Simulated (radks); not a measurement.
In+, configuration [Kr] 4d10 5s1 4f1 (not the ground configuration). Calculated with a radial shooting solver on a logarithmic mesh with Libxc functionals: Dirac Kohn-Sham, PBE, spin-unpolarised, spherical densities, finite nucleus; open shells are shared between the two j in proportion to 2j + 1; Fermi nuclear charge, rms radius 4.6156 fm. Some entries of the table are withheld. Estimate them.

orbital      occ.  eigenvalue (Ry)  <r> (bohr)  <1/r> (bohr^-1)
1s1/2           2        -2039.572     0.02971            51.86
2s1/2           2        -306.2018      0.1281            12.00
2p1/2           2        -285.6268      0.1085            11.98
2p3/2           4        -270.1275      0.1137            11.19
3s1/2           2        -58.96904      0.3483            4.227
3p1/2           2        -50.66472      0.3394            4.135
3p3/2           4        -47.86512      0.3505            3.942
3d3/2           4        -33.17761      0.3223            3.785
3d5/2           6        -32.60406      0.3258            3.735
4s1/2           2              (1)      0.8481            1.642
4p1/2           2         -7.14006      0.9010            1.523
4p3/2           4         -6.65151      0.9312            1.461
4d3/2           4         -2.45864       1.156            1.158
4d5/2           6         -2.39447       1.172            1.141
5s1/2           1         -1.47861         (2)              (3)
5p1/2           0         -0.96534       2.829           0.4503
5p3/2           0         -0.92399       2.923           0.4345
6s1/2           0         -0.45151       5.911           0.2154
5d3/2           0         -0.38213       5.104           0.2469
5d5/2           0         -0.37956       5.147           0.2449
4f5/2    0.428571         -0.18313       8.523           0.1339
4f7/2    0.571429         -0.18313       8.523           0.1339

Answer. 
(1) 4s1/2 eigenvalue (Ry): -9.85131
(2) 5s1/2 <r> (bohr): 2.351
(3) 5s1/2 <1/r> (bohr^-1): 0.5478
